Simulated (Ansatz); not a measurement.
A structure drawn as `C[Se][SnH]([Cl])[Cl]`, with this starting geometry:

```xyz
9

C    -1.0878    1.2106   -0.2186
Se    0.7532    1.4960    0.3077
Sn    1.1626   -1.0215    0.2664
Cl   -0.2593   -2.0897    1.8421
Cl    0.8327   -1.8826   -1.8786
H    -1.0787    0.7369   -1.2676
H    -1.6139    0.6278    0.4892
H    -1.5350    2.2234   -0.3566
H     2.8261   -1.3011    0.8160
```

The species carries charge 0 and has multiplicity 1. Sn takes the def2 core potential.

(1) Relax it with Ansatz at PBE-D4/def2-SVP and then PBE0-D4/def2-TZVP. Is the drawn bonding still there?

(2) Give the relaxed structure. (Estimate.)

Atoms count as bonded under 1.1 times the sum of their covalent radii (H–H under 0.85 Å, pairs among N, O and F under 1.55 Å), and a drawn bond as lost past 1.3 times.

Results:

(1) Yes, every drawn bond is still there and no new one forms.

(2) Ansatz gave: 
Z-matrix (Å, degrees):
```
C
Se 1 1.961
H 1 1.089 2 105.5
H 1 1.087 2 110.1 3 118.5
H 1 1.087 2 110.1 3 -118.5
Sn 2 2.488 1 95.4 3 179.9
Cl 6 2.325 2 108.8 1 56.2
Cl 6 2.325 2 108.8 1 -55.8
H 6 1.697 2 116.5 1 -179.8
```
All modes are real.
